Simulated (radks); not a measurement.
Results of a calculation; reference values are marked as such.
The table gives one normalised radial function P(r) = r R(r) of Mn3+ in [Ar] 3d4 (r in bohr). Level of theory: non-relativistic Kohn-Sham, PBE, spin-polarised, spherical densities, point nucleus; open shells are filled with parallel spins first (a radial shooting solver on a logarithmic mesh with Libxc functionals).

| r | P |
|---|---|
| 0.002562 | 0.0674 |
| 0.002888 | 0.0754 |
| 0.003256 | 0.0842 |
| 0.003672 | 0.0939 |
| 0.00414 | 0.1047 |
| 0.004668 | 0.1164 |
| 0.005263 | 0.1293 |
| 0.005934 | 0.1432 |
| 0.00669 | 0.1583 |
| 0.007543 | 0.1746 |
| 0.008505 | 0.1919 |
| 0.009589 | 0.2102 |
| 0.01081 | 0.2294 |
| 0.01219 | 0.2492 |
| 0.01385 | 0.2706 |
| 0.01562 | 0.2906 |
| 0.01761 | 0.3098 |
| 0.01986 | 0.3275 |
| 0.02239 | 0.3429 |
| 0.02525 | 0.3548 |
| 0.02846 | 0.3621 |
| 0.03209 | 0.3631 |
| 0.03618 | 0.3564 |
| 0.0408 | 0.3403 |
| 0.046 | 0.3130 |
| 0.05186 | 0.2730 |
| 0.05848 | 0.2189 |
| 0.06593 | 0.1501 |
| 0.07434 | 0.0666 |
| 0.08382 | -0.0303 |
| 0.0945 | -0.1381 |
| 0.1066 | -0.2525 |
| 0.1201 | -0.3671 |
| 0.1355 | -0.4739 |
| 0.1527 | -0.5632 |
| 0.1722 | -0.6240 |
| 0.1942 | -0.6456 |
| 0.2189 | -0.6182 |
| 0.2468 | -0.5350 |
| 0.2783 | -0.3938 |
| 0.3138 | -0.1983 |
| 0.3538 | 0.0409 |
| 0.3989 | 0.3067 |
| 0.4497 | 0.5762 |
| 0.5071 | 0.8243 |
| 0.5717 | 1.0255 |
| 0.6498 | 1.1652 |
| 0.7326 | 1.2137 |
| 0.826 | 1.1819 |
| 0.9314 | 1.0805 |
| 1.05 | 0.9289 |
| 1.184 | 0.7506 |
| 1.335 | 0.5687 |
| 1.505 | 0.4025 |
| 1.697 | 0.2648 |
| 1.913 | 0.1610 |
| 2.157 | 0.0897 |
| 2.432 | 0.0454 |
| 2.743 | 0.0207 |
| 3.092 | 0.0083 |
| 3.486 | 0.0029 |
| 3.931 | 0.0009 |

Which n and l does it have? It may be an empty orbital.

Answer. n = 3, l = 0: the number of nodes gives n - l - 1 = 2, the rise at small r (about r^(l+1)) gives l, and the extent must fit the shell. The curve is that of 3s up; the table hardly tells the two spins apart. 3s up: eigenvalue -121.82 eV, 2 radial nodes at r = 0.0809, 0.347 bohr, <r> = 0.851 bohr, 90 % of the charge inside 1.27 bohr.
